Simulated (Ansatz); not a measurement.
C$_{2}$HF$_{2}$In. The species carries charge 0 and has multiplicity 1. In takes the def2 core potential. The bonds changed during the relaxation, so this is another structure than the one it started from.

```xyz
6

F     1.4051   -0.3791    2.2762
C     0.8858    0.1493    1.2453
C     0.3982    0.6503    0.2751
In   -1.2940   -1.6353   -1.1273
F    -1.3381    0.1535   -2.0664
H    -0.0569    1.0612   -0.6029
```

**Question.** List the harmonic frequencies (cm⁻¹, unscaled) at PBE0-D4/def2-TZVP in Ansatz. (Best estimate.)

**Answer.** Computed: 29, 69, 107, 138, 418, 422, 492, 707, 719, 1105, 2320, 3401.

**Question.** Is this a minimum?

**Answer.** Yes, all 12 modes are real.

**Question.** Give the ideal-gas thermochemistry at 298.15 K and 1 bar (rigid rotor, harmonic oscillator; point group Cs, symmetry number 1).

**Answer.** Zero-point energy 59.4 kJ/mol; H(298) − E = 80.1 kJ/mol; entropy 374.2 J/(mol·K), of which translation 173.5, rotation 119.7, vibration 81.0; G(298) − E = -31.5 kJ/mol. Modes under 100 cm⁻¹ are hindered rotations or soft bends, so the harmonic entropy is rough.
